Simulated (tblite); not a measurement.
Compound: C6H6N (doublet state).
Numbering: `[N:1]=[CH:2][C:3]#[C:4][CH:5]1[CH2:6][CH2:7]1` (hydrogens: H8 on C2; H9 on C5; H10, H11 on C6; H12, H13 on C7)

Level: GFN2-xTB in tblite, geometry and Hessian alike; calculated harmonic values, unscaled, isolated species. The method is semi-empirical: single wavenumbers can be off by several per cent or more. Open shells enter through the occupations alone, without spin polarisation, and single modes of such species can be off by tens of per cent.

Harmonic wavenumbers (cm⁻¹): 56.5, 91.2, 128.0, 183.2, 245.9, 408.5, 449.5, 474.0, 701.4, 768.9, 805.1, 855.6, 939.7, 957.3, 1035.5, 1069.1, 1069.5, 1070.5, 1108.7, 1152.0, 1192.9, 1239.4, 1375.7, 1428.8, 1476.5, 1758.1, 2330.3, 2720.6, 3030.5, 3093.1, 3093.8, 3102.0, 3118.7.

A = 10046, B = 1130, C = 1104 MHz; mass 92.050 u (most abundant isotopes); point group Cs, symmetry number 1; spin multiplicity 2.

Task: What is the zero-point energy?

Result: ½Σν̃ = 21265 cm⁻¹ = 254.39 kJ/mol.

Task: Entropy at 350 K, 1 bar (ideal gas, RRHO, classical rotation)?

Result: Translation 168.59, rotation 117.65, vibration 95.41, spin (R ln 2) 5.76: S = 387.4 J/(mol K).

Task: And Cp and H(350 K) − H(0)?

Result: Cp = 130.33 J/(mol K), of which vibrations give 97.07 (their classical limit is 33 R = 274.4); H(350 K) − H(0) = 28.87 kJ/mol without the zero-point energy, 17.23 from vibrations.

Task: How do the functions run with temperature in this model?

Result: 
| T (K) | S (J/(mol K)) | Cp (J/(mol K)) | H − H(0) (kJ/mol) | G − H(0) (kJ/mol) | ln q(vib) |
| --- | --- | --- | --- | --- | --- |
| 100 | 275.3 | 64.5 | 4.84 | -22.69 | 1.18 |
| 200 | 327.4 | 88.6 | 12.49 | -52.99 | 2.98 |
| 300 | 368.4 | 116.2 | 22.71 | -87.82 | 4.71 |
| 500 | 440.3 | 167.0 | 51.30 | -168.88 | 8.08 |
| 800 | 530.3 | 215.0 | 109.28 | -314.97 | 12.93 |
| 1000 | 580.6 | 235.6 | 154.46 | -426.17 | 15.94 |

q(vib) and H(0) count from the zero-point level.

Task: What must be added to the electronic energy to get the Gibbs energy at 350 K and 1 bar?

Result: ZPE + [H(350 K) − H(0)] − T·S = 254.39 + 28.87 − 135.59 = 147.67 kJ/mol.

Task: Blend soft modes into free rotors: weight 1/[1 + (100 cm⁻¹/ν̃)⁴] for the oscillator and the rest for a rotor with moment μB/(μ + B), μ = h/(8π²ν), B = 10⁻⁴⁴ kg m². What vibrational entropy results?

Result: 87.72 J/(mol K) in place of 95.41, which changes −T·S at 350 K by +2.69 kJ/mol.

Hindered rotation and anharmonicity are outside this model.
